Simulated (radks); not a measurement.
Effect of the nuclear size on neutral silver, [Kr] 4d10 5s1. All-electron calculation, Dirac Kohn-Sham, LDA (Slater exchange, Perdew-Wang correlation), spin-unpolarised, spherical densities, finite nucleus; Fermi nuclear charge, rms radius 4.5454 fm. Program: a radial shooting solver on a logarithmic mesh with Libxc functionals. The rms radius is varied about that value; shifts are against it.

rms radius (fm)  total energy shift (eV)  density at nucleus (e/bohr^3)  1s1/2 shift (meV)  2s1/2 shift (meV)  3p1/2 shift (meV)  4s1/2 shift (meV)  4p1/2 shift (meV)  5s1/2 shift (meV)
4.05                              -0.580                      1.474e+05               -244              -27.3              0.307             -0.962              0.058             -0.052
4.1863                            -0.426                      1.467e+05               -179              -20.0              0.226             -0.707              0.043             -0.038
4.5454                                 0                      1.451e+05              0.000              0.000              0.000              0.000              0.000              0.000
4.709                              0.204                      1.444e+05               86.0               9.60             -0.108              0.339             -0.020              0.018
5.2227                             0.885                      1.424e+05                373               41.6             -0.469               1.47             -0.088              0.079

Slopes of the eigenvalues against <r^2> in GHz/fm^2, as finite differences over the two radii next to the reference (eigenvalue slopes, not the field-shift constants of lines): 1s1/2 13800, 2s1/2 1540, 3p1/2 -17.4, 4s1/2 54.4, 4p1/2 -3.27, 5s1/2 2.94.
